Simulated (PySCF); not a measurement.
# Working out the ionisation energy of Kr

Kr [Kr] (1S) → Kr⁺ [Ar] 3d10 4s2 4p5 (2P). Calculation: PySCF 2.14, in x2c-TZVPall; scalar relativity by spin-free X2C-1e. Frozen: [Ar] 3d10. Energies in hartree (1 hartree = 27.21139 eV):

| part | Kr (lower) | Kr⁺ (upper) |
| --- | --- | --- |
| UHF | -2788.179266 | -2787.699412 |
| CCSD correlation | -0.187714 | -0.157432 |
| (T) | -0.005512 | -0.004045 |

Q: What does Hartree-Fock give?

A: (-2787.699412) − (-2788.179266) = 0.479854 hartree = 13.057 eV.

Q: What do CCSD and CCSD(T) give?

A: The CCSD correlation energies differ by 0.030282 hartree = 0.824 eV and the triples by 0.001467 hartree = 0.040 eV, so CCSD gives 13.881 eV and CCSD(T) 13.921 eV.

Measured between the centres of the two terms (NIST): 14.222 eV, so CCSD(T) (valence) is off by -0.301 eV.

What remains against the reference includes basis incompleteness, the frozen core and higher excitations.
